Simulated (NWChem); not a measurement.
System: SrClF; SMILES [F][Sr][Cl]

```xyz
3

Sr     0.0599     0.3468     0.0000
F     -1.3246     1.9391     0.0000
Cl     0.0954    -2.2827     0.0000
```
Atoms are numbered in this order, from 1.

Level: PBE0/def2-SVP with def2 effective core potentials on Sr (NWChem), optimised geometry, unscaled harmonic frequencies. def2 effective core potentials on Sr; no spin-orbit coupling.

Question: List the harmonic frequencies with IR intensities, and the thermochemistry.

Answer: 
| frequency (cm⁻¹) | IR intensity (km/mol) |
|---|---|
| 63 | 38.3 |
| 306 | 42.1 |
| 527 | 126.9 |

```yaml
zero_point_energy: 1.3 kcal/mol
thermal correction to the enthalpy at 298.15 K (with zero-point energy): 4.5 kcal/mol
heat capacity Cv: 10.8 cal/(mol K)
entropy at 298.15 K and 1 atm (symmetry number 1): 72.8 cal/(mol K)
```

Rigid rotor and harmonic oscillator; modes under 100 cm⁻¹ make the entropy uncertain.
